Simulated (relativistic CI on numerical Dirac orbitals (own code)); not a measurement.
**Os LVIII: q coefficients and field-shift factors**

Computed by Dirac-Coulomb-Breit CI, KLI orbitals optimised for each configuration, derivatives by finite differences, unscaled Slater integrals, QED left out (own radial code, finite nucleus).

Configuration list (outside the closed core [Ne]): 3s²3p⁶3d, 3s²3p⁵3d², 3s3p⁶3d², 3s²3p⁶4s, 3s²3p⁶4p, 3p⁶3d³, 3p⁵3d⁴. Double excitations out of closed p, d and f shells are left out; levels of such configurations are missing from the list, as are those of other unlisted configurations, and high levels can miss mixing partners.

With x = (α/α₀)² − 1 an excitation energy changes as ω = ω₀ + qx; K = 2q/ω₀ is the relative enhancement. Terms are leading LS components, so labels can repeat. The field-shift factor is F = δν/δ⟨r²⟩ for the transition from the lowest level.

Lowest level 3s²3p⁶3d ²D3/2.

```
            Level  ω₀ (cm⁻¹)   q (cm⁻¹)  F (GHz/fm²)
   3s²3p⁶3d ²D5/2     705838     718500         19.4
 3s²3p⁵3d² ⁴D°3/2    2119046     142000         24.8
 3s²3p⁵3d² ⁴D°1/2    2137019     173300         25.4
 3s²3p⁵3d² ⁴F°5/2    2178637     144100         25.2
 3s²3p⁵3d² ²G°7/2    2199021     128700         24.9
 3s²3p⁵3d² ²P°3/2    2392854     170100         26.2
 3s²3p⁵3d² ⁴D°5/2    2775034     849900         43.9
 3s²3p⁵3d² ⁴G°9/2    2812797     838700         44.1
 3s²3p⁵3d² ⁴F°7/2    2839594     853700         44.7
 3s²3p⁵3d² ⁴D°3/2    2873398     861700         43.8
 3s²3p⁵3d² ⁴P°5/2    2889847     854200         44.5
3s²3p⁵3d² ²H°11/2    2904848     838200         44.9
 3s²3p⁵3d² ²G°7/2    2917084     845200         44.5
 3s²3p⁵3d² ²S°1/2    2973950     857700         44.1
 3s²3p⁵3d² ²F°7/2    3009827     855600         45.5
 3s²3p⁵3d² ⁴D°5/2    3025964     855800         45.5
 3s²3p⁵3d² ²G°9/2    3052763     852400         45.6
 3s²3p⁵3d² ⁴S°3/2    3054552     865700         45.5
 3s²3p⁵3d² ²D°3/2    3209412     896700         34.6
 3s²3p⁵3d² ²F°5/2    3276219     867800         43.5
 3s²3p⁵3d² ²P°1/2    3330183     864500         39.8
3s²3p⁵3d² ⁴G°11/2    3519858  1.538e+06         63.6
 3s²3p⁵3d² ²D°5/2    3584492   1.56e+06         63.6
```

At this charge energies of transitions that change n are usually good to better than 1 %, and those within a shell (Δn = 0) to a few per cent.

Which transition from the lowest level has the largest |K|?

3s²3p⁶3d ²D5/2 at 705838 cm⁻¹, K = 2.04.
